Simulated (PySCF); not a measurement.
SMILES C(C)c1c(O)cccc1 (C₈H₁₀O), GFN2-xTB optimised geometry.

```
19

C      3.04     0.43     1.43
C      2.50     0.50     0.00
C      1.00     0.50     0.00
C      0.28     1.68     0.00
C     -1.10     1.69     0.03
C     -1.79     0.49     0.07
C     -1.09    -0.71     0.07
C      0.30    -0.71     0.04
O      1.01    -1.87     0.04
H      2.71    -0.48     1.91
H      2.69     1.28     2.01
H      4.13     0.45     1.43
H      2.86    -0.37    -0.56
H      2.87     1.41    -0.49
H      0.82     2.62    -0.03
H     -1.64     2.62     0.03
H     -2.87     0.47     0.09
H     -1.62    -1.65     0.09
H      0.40    -2.62     0.05
```

Density from PySCF with PBE/def2-SVP at that geometry.

Minimum of the electron density along straight lines between bonded atoms, close to the bond critical point (lines longer than 1.1 times the sum of covalent radii, or with two minima, are not listed):

```csv
bond,length / Å,ρ at the minimum / e bohr⁻³,∇²ρ there / e bohr⁻⁵,position (fraction from the first atom)
C1–C2,1.530,0.237,-0.51,0.50
C2–C3,1.502,0.252,-0.56,0.49
C3–C4,1.385,0.308,-0.75,0.50
C4–C5,1.385,0.309,-0.76,0.50
C5–C6,1.382,0.310,-0.76,0.50
C6–C7,1.383,0.308,-0.75,0.50
C3–C8,1.399,0.304,-0.75,0.48
C7–C8,1.388,0.309,-0.76,0.49
C8–O9,1.365,0.282,-0.31,0.34
C1–H10,1.087,0.276,-1.00,0.63
C1–H11,1.088,0.274,-0.99,0.63
C1–H12,1.088,0.274,-0.99,0.63
C2–H13,1.091,0.276,-1.00,0.63
C2–H14,1.092,0.274,-0.98,0.62
C4–H15,1.081,0.280,-1.04,0.63
C5–H16,1.079,0.280,-1.04,0.63
C6–H17,1.080,0.281,-1.05,0.63
C7–H18,1.083,0.276,-0.99,0.62
O9–H19,0.965,0.356,-2.22,0.81
```
